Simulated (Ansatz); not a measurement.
Cost and result for the atomization energy of C2HClF2Si (`C#C[Si](F)(F)Cl`) (7 atoms, 6 bonds).

Total charge 0; spin multiplicity 1. The geometry is a stationary point of PBE0-D4/def2-TZVP. Program: Ansatz. All runs use 4 threads of a server CPU on a shared host. Times are those of one run each, without the atoms' runs, and a repeat can differ threefold. Electronic energies, without spin–orbit coupling; frozen cores. CCSD(T)/CBS adds CCSD(T) − MP2 in def2-TZVPP to the MP2 limit, and its time is that of the two runs behind it. T1 = 0.012. B3LYP takes the VWN-RPA correlation (the form of Gaussian; ORCA's B3LYP/G).

CCSD(T)/CBS is a level of theory with its own doubt, some kJ/mol a heavy atom from the limit and from the frozen cores, so smaller differences don't rank the functionals.

| level | functions | wall time |
| --- | --- | --- |
| revPBE-D4/def2-TZVPP | 222 | 0.9 s |
| PBE0-D4/def2-TZVPP | 222 | 1.4 s |
| BHLYP-D4/def2-TZVPP | 222 | 1.6 s |
| CAM-B3LYP-D4/def2-TZVPP | 222 | 1.8 s |
| CCSD(T)/def2-SVP | 97 | 1.9 s |
| r2SCANh-D4/def2-TZVPP | 222 | 2.1 s |
| B3LYP-D4/def2-TZVPP (with forces) | 222 | 2.2 s |
| B2PLYP/def2-TZVPP | 222 | 2.4 s |
| ωB97X-V/def2-TZVPP | 222 | 3.3 s |
| ωB97M-V/def2-TZVPP (with forces) | 222 | 4.4 s |
| MP2/def2-QZVPP | 398 | 9 s |
| CCSD(T)/def2-TZVPP | 222 | 43 s |
| CCSD(T)/CBS(def2) | – | 52 s |

**Question.** What atomization energy does each give, and how far from CCSD(T)/CBS? (An estimate is asked.)

**Answer.** Ansatz gave: 
| level | atomization (kcal/mol) | difference from CCSD(T)/CBS | per bond |
| --- | --- | --- | --- |
| revPBE-D4/def2-TZVPP | 754.9 | -8.1 | -1.4 |
| PBE0-D4/def2-TZVPP | 758.3 | -4.7 | -0.8 |
| BHLYP-D4/def2-TZVPP | 724.9 | -38.1 | -6.4 |
| CAM-B3LYP-D4/def2-TZVPP | 758.7 | -4.3 | -0.7 |
| CCSD(T)/def2-SVP | 703.9 | -59.1 | -9.9 |
| r2SCANh-D4/def2-TZVPP | 755.6 | -7.4 | -1.2 |
| B3LYP-D4/def2-TZVPP (with forces) | 752.9 | -10.1 | -1.7 |
| B2PLYP/def2-TZVPP | 753.1 | -9.9 | -1.7 |
| ωB97X-V/def2-TZVPP | 758.7 | -4.3 | -0.7 |
| ωB97M-V/def2-TZVPP (with forces) | 762.2 | -0.8 | -0.1 |
| MP2/def2-QZVPP | 790.3 | 27.3 | 4.5 |
| CCSD(T)/def2-TZVPP | 738.9 | -24.1 | -4.0 |
| CCSD(T)/CBS(def2) | 763.0 | 0.0 | 0.0 |

The D4 term adds +7.4 kcal/mol with B3LYP and +3.9 kcal/mol with PBE0; it sums over pairs of atoms, weighted by their polarisabilities, and B3LYP, whose exchange is more repulsive, gets the larger term. From r2SCAN to r2SCAN0 (25 % exact exchange), in def2-TZVPP and without D4, the atomization energy moves by −19.8 kcal/mol: exact exchange takes away binding that semilocal exchange gives to molecules. Leaving LDA and LC-ωPBE aside and taking each functional with its dispersion term where it has one, the values, not all of them listed here, spread over 54.3 kcal/mol, from BHLYP-D4 to PBE-D4. LDA lies +101.2 kcal/mol from PBE without D4, its usual overbinding.
